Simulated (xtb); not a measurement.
xtb input (GFN1-xTB):

```bash
xtb mol.xyz --gfn 1 --sp --chrg 0 --uhf 0
```
mol.xyz:
```
6

Sb    -0.00000000    -0.00000000     0.00000000
H     -0.01070777     0.00403362     1.77431359
H      0.01070777    -0.00403362    -1.77431359
H      1.71491811    -0.02915935     0.01041561
H     -0.83218633     1.49976588    -0.00843162
H     -0.88273178    -1.47060652    -0.00198399
```

End of the output:

```
         :::::::::::::::::::::::::::::::::::::::::::::::::::::
         ::                     SUMMARY                     ::
         :::::::::::::::::::::::::::::::::::::::::::::::::::::
         :: total energy              -5.114137456826 Eh    ::
         :: gradient norm              0.025796207996 Eh/a0 ::
         :: HOMO-LUMO gap              5.258738784066 eV    ::
         ::.................................................::
         :: SCC energy                -5.126648990959 Eh    ::
         :: -> electrostatic           0.009100125979 Eh    ::
         :: repulsion energy           0.013642731795 Eh    ::
         :: dispersion energy         -0.001131197663 Eh    ::
         :: halogen bond corr.         0.000000000000 Eh    ::
         :: add. restraining           0.000000000000 Eh    ::
         :: total charge               0.000000000000 e     ::
         :::::::::::::::::::::::::::::::::::::::::::::::::::::

           -------------------------------------------------
          |                Property Printout                |
           -------------------------------------------------

    * Orbital Energies and Occupations

         #    Occupation            Energy/Eh            Energy/eV
      -------------------------------------------------------------
         1        2.0000           -0.8577445             -23.3404
         2        2.0000           -0.4955876             -13.4856
         3        2.0000           -0.4955876             -13.4856
         4        2.0000           -0.4901807             -13.3385
         5        2.0000           -0.3976920             -10.8217 (HOMO)
         6                         -0.2044369              -5.5630 (LUMO)
         7                         -0.1890842              -5.1452
         8                         -0.1890842              -5.1452
         9                         -0.1363383              -3.7100
        10                         -0.1363383              -3.7100
        11                         -0.0877298              -2.3872
        12                         -0.0877298              -2.3872
        13                         -0.0794888              -2.1630
        14                         -0.0671875              -1.8283
        15                         -0.0371174              -1.0100
        16                          0.2244983               6.1089
       ...                                ...                  ...
        19                          0.4472372              12.1699
      -------------------------------------------------------------
                  HL-Gap            0.1932551 Eh            5.2587 eV
             Fermi-level           -0.3010644 Eh           -8.1924 eV

  Mulliken/CM5 charges         n(s)   n(p)   n(d)
Note: The following floating-point exceptions are signalling: IEEE_DENORMAL
normal termination of xtb
     1Sb    0.22002  0.01334   1.862  2.424  0.495
     2H    -0.10109 -0.06333   1.101  0.000  0.000
     3H    -0.10109 -0.06333   1.101  0.000  0.000
     4H    -0.00595  0.03777   1.006  0.000  0.000
     5H    -0.00595  0.03777   1.006  0.000  0.000
     6H    -0.00595  0.03777   1.006  0.000  0.000

Wiberg/Mayer (AO) data.
largest (>0.10) Wiberg bond orders for each atom

 ---------------------------------------------------------------------------
     #   Z sym  total        # sym  WBO       # sym  WBO       # sym  WBO
 ---------------------------------------------------------------------------
     1  51 Sb   3.860 --     5 H    0.779     4 H    0.779     6 H    0.779
                             2 H    0.761     3 H    0.761
     2   1 H    0.994 --     1 Sb   0.761
     3   1 H    0.994 --     1 Sb   0.761
     4   1 H    1.007 --     1 Sb   0.779
     5   1 H    1.007 --     1 Sb   0.779
     6   1 H    1.007 --     1 Sb   0.779
 ---------------------------------------------------------------------------

Topologies differ in total number of bonds
Writing topology from bond orders to xtbtopo.mol

 dipole moment from electron density (au)
     X       Y       Z
  -0.0000  -0.0000  -0.0000  total (Debye):    0.000

           -------------------------------------------------
          | TOTAL ENERGY               -5.114137456826 Eh   |
          | GRADIENT NORM               0.025796207996 Eh/α |
          | HOMO-LUMO GAP               5.258738784066 eV   |
           -------------------------------------------------

------------------------------------------------------------------------
------------------------------------------------------------------------
 total:
 SCF:
```
